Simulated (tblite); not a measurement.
Species: C5H9F3Si.
Atom-mapped SMILES: `[CH2:1]=[CH:2][C@@H:3]([CH2:4][SiH3:5])[C:6]([F:7])([F:8])[F:9]` (hydrogens: H10, H11 on C1; H12 on C2; H13 on C3; H14, H15 on C4; H16, H17, H18 on Si5)

Structure optimised with GFN2-xTB, isolated species.

(1) What internal coordinates does the optimisation give?

## Answers

(1) 
```json
{"bond": "C1=C2", "length (pm)": "131.9"}
{"bond": "C2–C3", "length (pm)": "150.4"}
{"bond": "C3–C4", "length (pm)": "153.1"}
{"bond": "C4–Si5", "length (pm)": "191.2"}
{"bond": "C3–C6", "length (pm)": "152.0"}
{"bond": "C6–F7, C6–F8, C6–F9", "length (pm)": "134.3"}
{"bond": "C1–H10", "length (pm)": "107.8"}
{"bond": "C1–H11", "length (pm)": "107.6"}
{"bond": "C2–H12", "length (pm)": "108.2"}
{"bond": "C3–H13", "length (pm)": "109.5"}
{"bond": "C4–H14", "length (pm)": "109.1"}
{"bond": "C4–H15", "length (pm)": "109.1"}
{"bond": "Si5–H16, Si5–H17, Si5–H18", "length (pm)": "146.2"}
```

Bonds in one row agree within 1 pm and their mean is given. A selection of angles:
```json
{"angle": "C1–C2–C3", "degrees": "124.1"}
{"angle": "C2–C3–C4", "degrees": "110.8"}
{"angle": "C2–C3–C6", "degrees": "108.3"}
{"angle": "C4–C3–C6", "degrees": "110.8"}
{"angle": "C3–C4–Si5", "degrees": "115.3"}
{"angle": "C3–C6–F7", "degrees": "112.3"}
{"angle": "C3–C6–F8", "degrees": "113.1"}
{"angle": "F7–C6–F8", "degrees": "106.3"}
```

Torsions: C1–C2–C3–C4 118° (anticlinal); C2–C3–C4–Si5 -177° (antiperiplanar); C2–C3–C6–F7 51° (synclinal).

Si5 (SiH3 silicon) is tetrahedral (angles from 106.0° to 111.6°). Of the pairs four or more bonds apart, Si5···F9 is among the closest relative to their van der Waals radii: 2.96 Å, 83 % of the sum of Bondi's values. The C–C distances run from 1.319 Å (C1=C2, drawn double) to 1.531 Å (C3–C4, drawn single), a spread of 0.212 Å.

Point group: C1 (no symmetry element, even within 0.4 Å). Its GFN2-xTB frequencies are all real (lowest 34 cm⁻¹). The numbers are those of one conformer. 3 starts were optimised and ended at 0.00, 0.01 and 0.89 kcal/mol (GFN2-xTB); the lowest of these is shown.

The numbers are calculated, not measured.
